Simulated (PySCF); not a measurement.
Members of one series of related molecules.

All values: PBE0/pcSseg-1 (PySCF) at GFN2-xTB geometries, gas phase, one conformer each.

Question: Rank by dipole moment, highest first.
A. `[CH3:1][CH2:2][Si@@H:3]([Cl:4])[S:5][CH2:6][C:7]([CH3:8])=[S:9]` with C1–C2–Si3–Cl4 62°, C2–Si3–S5–C6 -171°, Si3–S5–C6–C7 -175°, S5–C6–C7–C8 -65°
B. `[CH3:1][CH2:2][S:3][Si@H:4]([Cl:5])[CH2:6][CH3:7]` with C1–C2–S3–Si4 -71°, C2–S3–Si4–Cl5 -38°, S3–Si4–C6–C7 -177°
C. `[CH3:1][C:2]#[C:3][CH2:4][S:5][Si@@H:6]([Cl:7])[CH2:8][CH3:9]` with C3–C4–S5–Si6 62°, C4–S5–Si6–Cl7 42°, S5–Si6–C8–C9 180°
D. `[CH3:1][CH2:2][Si@@H:3]([Cl:4])[S:5][CH2:6][S:7][CH3:8]` with C1–C2–Si3–Cl4 -172°, C2–Si3–S5–C6 -166°, Si3–S5–C6–S7 -65°, S5–C6–S7–C8 -66°
E. `[CH3:1][CH2:2][Si@@H:3]([Cl:4])[S:5][CH2:6][CH:7]1[CH2:8][CH2:9]1` with C1–C2–Si3–Cl4 61°, C2–Si3–S5–C6 -161°, Si3–S5–C6–C7 -76°, S5–C6–C7–C8 163°

Answer: A (2.75 D), D (1.76 D), C (1.42 D), E (0.86 D), B (0.62 D).

All values together:

```csv
SMILES,change,formula,μ (D),HOMO (eV),LUMO (eV),lowest IAO charge (e),highest IAO charge (e),lowest Hirshfeld charge (e),highest Hirshfeld charge (e)
CC[Si@H](Cl)SC,parent,C3H9ClSSi,0.88,-6.99,0.21,-0.541 (C),+0.848 (Si),-0.155 (C),+0.334 (Si)
CC#CCS[Si@@H](Cl)CC,H on C replaced by propynyl,C6H11ClSSi,1.42,-6.97,-0.10,-0.540 (C),+0.851 (Si),-0.156 (C),+0.331 (Si)
CCS[Si@H](Cl)CC,H on C replaced by CH3,C4H11ClSSi,0.62,-6.96,0.08,-0.539 (C),+0.842 (Si),-0.156 (C),+0.334 (Si)
CC[Si@@H](Cl)SCS[SiH3],H on C replaced by SSiH3,C3H11ClS2Si2,1.74,-7.03,-0.33,-0.545 (C),+0.840 (Si),-0.157 (C),+0.343 (Si)
CC[Si@@H](Cl)SCC1CC1,H on C replaced by cPr,C6H13ClSSi,0.86,-6.92,0.18,-0.539 (C),+0.844 (Si),-0.156 (C),+0.335 (Si)
C#CCS[Si@H](Cl)CC,H on C replaced by ethynyl,C5H9ClSSi,0.96,-7.19,-0.23,-0.540 (C),+0.849 (Si),-0.155 (C),+0.332 (Si)
CC[Si@@H](Cl)SCC(C)C,H on C replaced by iPr,C6H15ClSSi,0.65,-6.97,0.10,-0.538 (C),+0.839 (Si),-0.155 (C),+0.338 (Si)
CC[Si@@H](Cl)SCC(C)=S,H on C replaced by C(S)CH3,C5H11ClS2Si,2.75,-6.48,-2.26,-0.540 (C),+0.854 (Si),-0.153 (C),+0.341 (Si)
CC[Si@@H](Cl)SCSC,H on C replaced by SCH3,C4H11ClS2Si,1.76,-6.58,-0.12,-0.541 (C),+0.848 (Si),-0.156 (C),+0.328 (Si)
CC[Si@@H](Cl)SCC[SiH3],H on C replaced by CH2SiH3,C4H13ClSSi2,0.83,-6.97,-0.10,-0.538 (C),+0.841 (Si),-0.161 (C),+0.335 (Si)
```

Conformers: `[CH3:1][CH2:2][Si@H:3]([Cl:4])[S:5][CH3:6]` with C1–C2–Si3–Cl4 -63°, C2–Si3–S5–C6 169°; `[CH3:1][C:2]#[C:3][CH2:4][S:5][Si@@H:6]([Cl:7])[CH2:8][CH3:9]` with C3–C4–S5–Si6 62°, C4–S5–Si6–Cl7 42°, S5–Si6–C8–C9 180°; `[CH3:1][CH2:2][S:3][Si@H:4]([Cl:5])[CH2:6][CH3:7]` with C1–C2–S3–Si4 -71°, C2–S3–Si4–Cl5 -38°, S3–Si4–C6–C7 -177°; `[CH3:1][CH2:2][Si@@H:3]([Cl:4])[S:5][CH2:6][S:7][SiH3:8]` with C1–C2–Si3–Cl4 -174°, C2–Si3–S5–C6 -70°, Si3–S5–C6–S7 -169°, S5–C6–S7–Si8 61°; `[CH3:1][CH2:2][Si@@H:3]([Cl:4])[S:5][CH2:6][CH:7]1[CH2:8][CH2:9]1` with C1–C2–Si3–Cl4 61°, C2–Si3–S5–C6 -161°, Si3–S5–C6–C7 -76°, S5–C6–C7–C8 163°; `[CH:1]#[C:2][CH2:3][S:4][Si@H:5]([Cl:6])[CH2:7][CH3:8]` with C2–C3–S4–Si5 -64°, C3–S4–Si5–Cl6 -49°, S4–Si5–C7–C8 175°; `[CH3:1][CH2:2][Si@@H:3]([Cl:4])[S:5][CH2:6][CH:7]([CH3:8])[CH3:9]` with C1–C2–Si3–Cl4 -60°, C2–Si3–S5–C6 -158°, Si3–S5–C6–C7 -72°, S5–C6–C7–C8 175°; `[CH3:1][CH2:2][Si@@H:3]([Cl:4])[S:5][CH2:6][C:7]([CH3:8])=[S:9]` with C1–C2–Si3–Cl4 62°, C2–Si3–S5–C6 -171°, Si3–S5–C6–C7 -175°, S5–C6–C7–C8 -65°; `[CH3:1][CH2:2][Si@@H:3]([Cl:4])[S:5][CH2:6][S:7][CH3:8]` with C1–C2–Si3–Cl4 -172°, C2–Si3–S5–C6 -166°, Si3–S5–C6–S7 -65°, S5–C6–S7–C8 -66°; `[CH3:1][CH2:2][Si@@H:3]([Cl:4])[S:5][CH2:6][CH2:7][SiH3:8]` with C1–C2–Si3–Cl4 65°, C2–Si3–S5–C6 -156°, Si3–S5–C6–C7 -68°, S5–C6–C7–Si8 -178°.

Give the shifts from the parent, `CC[Si@H](Cl)SC`.

| SMILES | change in μ (D) | change in HOMO (eV) | change in LUMO (eV) |
| --- | --- | --- | --- |
| CC#CCS[Si@@H](Cl)CC | +0.54 | +0.02 | -0.31 |
| CCS[Si@H](Cl)CC | -0.26 | +0.03 | -0.13 |
| CC[Si@@H](Cl)SCS[SiH3] | +0.86 | -0.04 | -0.54 |
| CC[Si@@H](Cl)SCC1CC1 | -0.02 | +0.07 | -0.03 |
| C#CCS[Si@H](Cl)CC | +0.08 | -0.20 | -0.44 |
| CC[Si@@H](Cl)SCC(C)C | -0.23 | +0.02 | -0.11 |
| CC[Si@@H](Cl)SCC(C)=S | +1.87 | +0.51 | -2.47 |
| CC[Si@@H](Cl)SCSC | +0.88 | +0.41 | -0.33 |
| CC[Si@@H](Cl)SCC[SiH3] | -0.05 | +0.02 | -0.31 |
